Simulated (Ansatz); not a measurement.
# What each rung costs, and what it gives

The pair of CH₂O (SMILES C=O, atoms 1–4) and AsH₃ (SMILES [AsH3], atoms 5–8), both closed shells, in one local arrangement (a lower one may exist), relaxed at PBE0-D4/def2-TZVP:

| atom | x (Å) | y (Å) | z (Å) |
| --- | --- | --- | --- |
| C1 | 0.1503 | -0.0671 | -2.0301 |
| O2 | 0.9387 | 0.4277 | -1.2775 |
| H3 | -0.7775 | -0.5507 | -1.6665 |
| H4 | 0.3111 | -0.0651 | -3.1262 |
| As5 | -0.5152 | -0.1531 | 1.5573 |
| H6 | 0.9013 | -0.6357 | 1.8148 |
| H7 | -0.1180 | 1.3057 | 1.6977 |
| H8 | -0.8908 | -0.2616 | 3.0304 |

Interaction energies are counterpoise-corrected; the time is that of the whole pair.

Ansatz 0.2.0; basis: as named in each row; cores frozen in the correlated methods. Filled d shells of the heavier atoms are correlated. The def2 sets are not built for correlating such inner shells, so the correlated values are less sure here. B3LYP uses VWN-RPA correlation. Extrapolation: Hartree–Fock as exp(−7.88 √X), correlation as X^−2.97.

Times are rough, for one single point on 4 threads of a shared host (Intel Xeon Platinum 8488C).

The estimate by CCSD(T) at an estimated basis limit (MP2 extrapolated from triple and quadruple zeta, plus CCSD(T) − MP2 in triple zeta) is -8.4 kJ/mol.

| method | basis | time (s) | interaction energy (kJ/mol) | method less estimate |
| --- | --- | --- | --- | --- |
| HF | STO-3G | under 1 | 3.0 | 11.4 |
| PBE-D4 | STO-3G | under 1 | -3.2 | 5.1 |
| SPW92 | def2-SVP | under 1 | -13.3 | -4.9 |
| PBE-D4 | def2-SVP | under 1 | -9.2 | -0.8 |
| B3LYP-D4 | 6-31G | under 1 | -9.8 | -1.4 |
| PBE0-D4 | def2-SVP | under 1 | -9.2 | -0.8 |
| PBE-D4 | def2-TZVPPD | under 1 | -9.3 | -0.9 |
| revPBE-D4 | def2-TZVPPD | under 1 | -8.4 | 0.0 |
| BLYP-D4 | def2-TZVPPD | 1 | -8.4 | 0.0 |
| PBE0-D4 | def2-TZVPPD | 1 | -9.0 | -0.6 |
| B3LYP-D4 | def2-TZVPPD | 2 | -8.9 | -0.6 |
| wB97M-V | def2-SVP | 2 | -8.6 | -0.2 |
| CCSD(T) | def2-SVP | 2 | -3.2 | 5.2 |
| r2SCAN-D4 | def2-TZVPPD | 2 | -8.1 | 0.2 |
| HSE06-D4 | def2-TZVPPD | 2 | -9.0 | -0.6 |
| B2PLYP | def2-TZVPPD | 3 | -4.6 | 3.8 |
| wB97X-V | def2-TZVPPD | 3 | -8.9 | -0.5 |
| B97M-V | def2-TZVPPD | 3 | -8.9 | -0.5 |
| wB97M-V | def2-TZVPPD | 4 | -8.8 | -0.4 |
| MP2 | def2-QZVPPD | 9 | -8.4 | 0.0 |
| CCSD(T) | def2-TZVPPD | 40 | -7.1 | 1.3 |

T1 diagnostic: at most 0.016.
